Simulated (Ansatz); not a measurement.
Consider the formal exchange of groups at the In–C bond: `[CH3][InH][CH2]F` + `C=C(Cl)I` → `F[CH2][InH][I]` + `C=C(C)Cl`.

Calculated with Ansatz (gas phase, PBE0-D4/def2-TZVP geometries, no zero-point term in ΔE). CCSD(T)/CBS adds triple-zeta CCSD(T) − MP2 to the extrapolated MP2 energy (def2 sets, frozen cores). def2 core potentials past Kr. For I, In outer-core shells are correlated without core-valence functions, which leaves a few kJ/mol of doubt a bond. Each species was taken in one conformer, which may not be the lowest.

`[CH3][InH][CH2]F`:

Z-matrix (Å, degrees):
```
C
In 1 2.149
H 1 1.092 2 110.1
H 1 1.092 2 110.0 3 118.5
H 1 1.089 2 110.7 3 -120.8
C 2 2.186 1 119.0 3 121.4
H 2 1.734 1 122.9 3 -58.7
F 6 1.395 2 111.1 1 -0.0
H 6 1.095 2 111.4 1 120.2
H 6 1.095 2 111.3 1 -120.2
```

`C=C(Cl)I`:

Z-matrix (Å, degrees):
```
C
C 1 1.322
H 1 1.081 2 120.9
H 1 1.083 2 120.3 3 179.9
Cl 2 1.715 1 122.4 3 -180.0
I 2 2.084 1 122.2 3 0.0
```

`F[CH2][InH][I]`:

Z-matrix (Å, degrees):
```
C
In 1 2.168
F 1 1.385 2 112.1
H 1 1.094 2 109.4 3 -120.8
H 1 1.094 2 109.4 3 120.8
I 2 2.684 1 109.4 3 180.0
H 2 1.707 1 135.0 3 -0.0
```

`C=C(C)Cl`:

```xyz
9

C     1.118    0.304    0.794
C     0.151    0.432   -0.100
C    -0.877   -0.586   -0.438
Cl    0.004    1.906   -1.011
H     1.832    1.094    0.985
H     1.205   -0.616    1.359
H    -1.881   -0.194   -0.257
H    -0.820   -0.855   -1.496
H    -0.734   -1.484    0.164
```

| species | CCSD/CBS(def2) energy (Eh) |
| --- | --- |
| `[CH3][InH][CH2]F` | -369.24756 |
| `C=C(Cl)I` | -834.45392 |
| `F[CH2][InH][I]` | -626.89135 |
| `C=C(C)Cl` | -576.89394 |

(1) Work out ΔE.

Largest T1 diagnostic among the species: 0.012.

## Answers

(1) ΔE = (-626.89135) + (-576.89394) − (-369.24756) − (-834.45392) = -0.08381 Eh = -220.0 kJ/mol. CCSD(T)/CBS gives -214.0 kJ/mol.

From PBE to PBE0 (25 % exact exchange), in def2-TZVPP and without D4, ΔE moves by −12.8 kJ/mol. The D4 term adds +3.0 kJ/mol with B3LYP and +1.3 kJ/mol with PBE0; it sums over pairs of atoms, weighted by their polarisabilities, and B3LYP, whose exchange is more repulsive, gets the larger term.

B3LYP here is the variant with VWN-RPA as its local correlation; programs differ in this.
